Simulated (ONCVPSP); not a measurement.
Configuration tests for N (Z = 7) (ONCV)

| Quantity | Value |
| --- | --- |
| Element | nitrogen (N) |
| Generator | ONCVPSP 4.0.1 |
| Type | optimised norm-conserving Vanderbilt (ONCV) |
| Functional | revPBE |
| Relativity | scalar-relativistic |
| Frozen core | [He] |
| Valence charge | 5 |
| Reference configuration | 2s2 (charge +3) |
| Partial waves | 2s: rc 1.05 bohr, ncon 4, nbas 7, qcut 7 1/bohr, 2 projectors, debl 3.8 Ha; p scattering state at 0.06 Ha: rc 0.95 bohr, ncon 4, nbas 8, qcut 9.7 1/bohr, 1 projector; d scattering state at 0.44 Ha: rc 0.85 bohr, ncon 4, nbas 8, qcut 9.9 1/bohr, 2 projectors, debl 3.1 Ha |
| Local potential | polynomial inside 0.80 bohr (lpopt 4, dvloc0 0 Ha) |
| Core correction | Teter function, fcfact 2.25, rcfact 1.7 |

In the p channel the program set the typed energies aside and used 0.050 Ha.

Energies are relative to the spin-unpolarised reference configuration 2s2; without spin polarisation the order of configurations can differ from experiment.

(1) Give the all-electron excitation energy and the error of the potential for: 2s2 2p3; 2s2 2p2; 2s2 2p1; 2s2 2p2.5.

Levels in the configuration 2s2 2p1:

```tsv
level	all-electron (eV)	pseudo (eV)
2s	-49.212	-49.231
2p	-37.430	-37.286
```

Answers

(1)

```csv
valence configuration,charge,ΔE all-electron (eV),error AE − PS (meV)
2s2 2p3,0,-89.295,-389
2s2 2p2,+1,-75.759,-299
2s2 2p1,+2,-46.974,-173
2s2 2p2.5,+0.5,-84.229,-351
```
